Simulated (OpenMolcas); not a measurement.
**Xe⁵⁺: the spin-orbit constant, worked from levels**

```yaml
Program: OpenMolcas 26.06
Basis: ANO-RCC-VTZP [7s6p4d2f1g]
Scalar_Hamiltonian: DKH2, point nucleus
Active_space: 3 electrons in 4 orbitals (5s 5p)
State_averaging: 2S+1 = 4 odd, 1 root; 2S+1 = 2 odd, 11 roots; 2S+1 = 4 even, 3 roots; 2S+1 = 2 even, 9 roots
Spin-orbit_coupling: RASSI with atomic mean-field integrals over the reference wave functions, term energies averaged over their components
```

Methods: CASSCF; MS-CASPT2, IPEA 0.25 Eh, imaginary shift 0.1 Eh (closed shells correlated: 4d). Measured levels: Saloman, J. Phys. Chem. Ref. Data 33, 765 (2004).

**The spin-orbit constant.** For the Hund term ²P° of p1, E(J) = (A/2) J(J+1) + constant and ζ = 2S·A = A. From J = 1/2 to J = 3/2 the energy changes by 1.5 A.

| Source | E(3/2) - E(1/2) | A | ζ |
| --- | --- | --- | --- |
| CASSCF | 13779.9 | 9186.6 | 9187 |
| MS-CASPT2 | 13910.0 | 9273.3 | 9273 |
| measured | 15599.0 | 10399.3 | 10399 |

All in cm-1. MS-CASPT2 is off by -10.8 % and CASSCF by -11.7 %. Both methods take the spin-orbit matrix elements from the reference wave functions, so the second can move ζ only through the term energies and any multistate remixing.

Over all roots computed the reference weight is 0.86 to 0.95 in MS-CASPT2; the roots of lowest weight are the least certain, and an intruder state may touch them. Computed and measured levels are paired by configuration, term and J; levels that our copy of the source lacks, or whose pairing is in doubt (as where it misses far off the trend of its configuration), stay unpaired and out of the deviations. Only configurations of the active space appear.

° marks odd parity.
